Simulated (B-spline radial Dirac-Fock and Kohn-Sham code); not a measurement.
## O⁺ 2p1/2: cross section and angular parameters

System: oxygen as O⁺, configuration [He] 2s2 2p3; threshold 30.02 eV (orbital energy of the model). The computed values come from a radial B-spline solver: Dirac-Hartree-Slater photoionisation with a Latter tail; cross sections with all multipoles, angular parameters from the dipole term and its interference with E2.

Input of the calculation (task.json; shells as n, l, electrons):

```json
{"items": [{
  "Z": 8,
  "q": 1,
  "cfg": [[1, 0, 2], [2, 0, 2], [2, 1, 3]],
  "A": 16,
  "rrms": 2.6991,
  "do": "xps",
  "hv": [59.8, 78.3, 80, 117.0, 128.0, 132.0, 181.0, 200, 269.0, 300, 312.0, 346.0, 400, 472.0, 599.0, 609.0, 755.0, 763.0, 800, 835.0, 1430.0, 1486.9, 1550.0, 1830.0, 3140.0, 4000, 8047.8, 11500.0, 11600.0, 12200.0]
}]}
```

Command: `python xray2_run.py task.json out`

For linearly polarised light dσ/dΩ = σ/(4π) [1 + β P₂(cos θ) + (δ + γ cos²θ) sin θ cos φ], with θ from the polarisation vector and φ the angle between the beam and the projection of the electron momentum on the plane normal to the polarisation.

```
hν (eV)    σ (kb)      β      γ      δ
   59.8      1120  1.425  0.038  0.008
   78.3       645  1.488  0.061  0.008
     80       615  1.491  0.064  0.008
    117       239  1.498  0.110  0.010
    128       188  1.489  0.123  0.010
    132       173  1.485  0.128  0.011
    181      71.6  1.423  0.179  0.014
    200      53.7  1.394  0.196  0.015
    269      22.2  1.285  0.242  0.020
    300      15.9  1.237  0.258  0.022
    312      14.1  1.220  0.264  0.023
    346      10.2  1.172  0.278  0.026
    400      6.43  1.103  0.296  0.030
    472      3.80  1.023  0.316  0.036
    599      1.76  0.908  0.345  0.045
    609      1.67  0.900  0.347  0.046
    755     0.816  0.796  0.377  0.056
    763     0.787  0.791  0.378  0.057
    800     0.671  0.769  0.385  0.060
    835     0.580  0.749  0.391  0.062
   1430    0.0883  0.528  0.458  0.100
 1486.9    0.0768  0.514  0.463  0.103
   1550    0.0661  0.500  0.469  0.107
   1830    0.0362  0.447  0.495  0.122
   3140   0.00478  0.294  0.606  0.180
   4000   0.00186  0.226  0.650  0.212
 8047.8         ?      ?      ?      ?
  11500  2.74e-05  0.073  0.913  0.398
  11600  2.65e-05  0.072  0.916  0.400
  12200  2.15e-05  0.066  0.935  0.412
```

Question: Give the values at Cu Kα (8047.8 eV).

Answer: σ = 0.000116 kb, β = 0.109, γ = 0.786, δ = 0.325.
